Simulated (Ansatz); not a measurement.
BrF₂HOTi (`[OH][Ti]([F])([F])[Br]`), one more setting.

```yaml
crystal:
  periodic: [false, false, false]
  atoms:
    - {symbol: O, position_ang: [-0.274853, -0.033230, 1.341133]}
    - {symbol: Ti, position_ang: [0.197462, -0.170824, -0.345387]}
    - {symbol: F, position_ang: [-1.109407, -0.878808, -1.258513]}
    - {symbol: F, position_ang: [1.622733, -1.170701, -0.453711]}
    - {symbol: Br, position_ang: [0.631199, 1.969144, -1.211131]}
    - {symbol: H, position_ang: [-1.024935, 0.220320, 1.881410]}
basis:
  gaussian: {orbitals: def2-mTZVPP}
hamiltonian: {xc: {name: wB97M-V}}
accuracy: high
output: {forces: true}
```

```sh
$ ansatz run in.yaml --threads 4 --pin off --events-out ev --progress --plain --max-ram 10444MiB
```

Shortened log:

```
Functional definition: wB97M-V
2729 factors; integrals over basis functions are off by at most 6.6e-9 eV
429 factors; integrals over basis functions are off by at most 1.9e-9 eV
mean field evaluation 1: about -100650.2774 eV, gradient 8.0e1 eV
mean field evaluation 2: about -100552.4253 eV, gradient 3.0e2 eV
mean field evaluation 4: about -100661.2736 eV, gradient 1.0e1 eV
mean field evaluation 8: about -100661.5209 eV, gradient 9.0e-1 eV
mean field evaluation 16: about -100661.5227 eV, gradient 7.7e-4 eV
mean field evaluation 32: about -100661.5227 eV, gradient 5.5e-8 eV
mean field -100661.52274453 eV, -3699.2427300306 hartree, gradient 5.5e-8 eV, S^2 0.000000; 0 other end points of the search recorded, 0 dependent functions left out
reference -100661.52275025 eV, -3699.2427302408 hartree; 42, 42 occupied and 104, 104 virtual orbitals, 2729 factors
Total energy: -100661.52275025 eV, -3699.2427302408 hartree
Atom 0 at    -0.274853    -0.033230     1.341133 Å, force     0.082686    -0.054276     0.265841 eV/Å
Atom 1 at     0.197462    -0.170824    -0.345387 Å, force    -0.015141     0.267308    -0.049346 eV/Å
Atom 2 at    -1.109407    -0.878808    -1.258513 Å, force    -0.260196    -0.158675    -0.181006 eV/Å
Atom 3 at     1.622733    -1.170701    -0.453711 Å, force     0.286012    -0.223066    -0.003046 eV/Å
Atom 4 at     0.631199     1.969144    -1.211131 Å, force     0.025972     0.126604    -0.053415 eV/Å
Atom 5 at    -1.024935     0.220320     1.881410 Å, force    -0.119334     0.042105     0.020973 eV/Å
Dipole moment:    -0.324759     0.042891     0.416419 e Å
```

It took 33 s on 4 threads of an Intel Xeon Platinum 8488C on a shared host, with 1.3 GiB of host memory at the peak.
